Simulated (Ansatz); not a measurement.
Ansatz (an electronic-structure program) input file for CuH, SMILES [CuH] (connectivity only; charge and spin as stated), charge +1, multiplicity 2, CAM-B3LYP/def2-TZVPD. Geometry: r2SCAN-D4/def2-TZVPD. The spin state was assumed, not searched.

Ansatz 0.2 input:
```yaml
crystal:
  periodic: [false, false, false]
  atoms:
    - {symbol: Cu, position_ang: [0.00000000, 0.00000000, -0.04962951]}
    - {symbol: H, position_ang: [0.00000000, 0.00000000, 1.43925591]}
basis:
  gaussian:
    orbitals: def2-TZVPD
hamiltonian:
  xc: {name: CAM-B3LYP}
total_charge: 1
magnetization: {spin_polarized: true, initial_magnetization: 1}
```

Log of the run:

```
WARN ansatz: RAYON_NUM_THREADS=1 ignored (pool sized by the plan → 1); use --threads N
Functional definition: CAM-B3LYP
integrals: 0.01 GiB planned
554 factors; integrals over basis functions are off by at most 8.8e-4 eV
integrals: 0.05 GiB planned
146 factors; integrals over basis functions are off by at most 3.8e-5 eV
mean field: 0.22 GiB planned
mean field evaluation 1: about -44618.6380 eV, gradient 1.4e2 eV
mean field evaluation 2: about -43790.3826 eV, gradient 4.4e2 eV
mean field evaluation 4: about -44647.1715 eV, gradient 3.9e1 eV
mean field evaluation 8: about -44649.5317 eV, gradient 6.2e-1 eV
mean field evaluation 16: about -44649.5521 eV, gradient 3.1e-3 eV
mean field -44649.55206142 eV, -1640.8407737038 hartree, gradient 6.6e-5 eV, S^2 0.757678; 0 other end points of the search recorded, 0 dependent functions left out
reference -44649.55216160 eV, -1640.8407773853 hartree; 15, 14 occupied and 42, 43 virtual orbitals, 554 factors
Total energy: -44649.55216160 eV, -1640.8407773853 hartree
```

Self-consistency was reached.
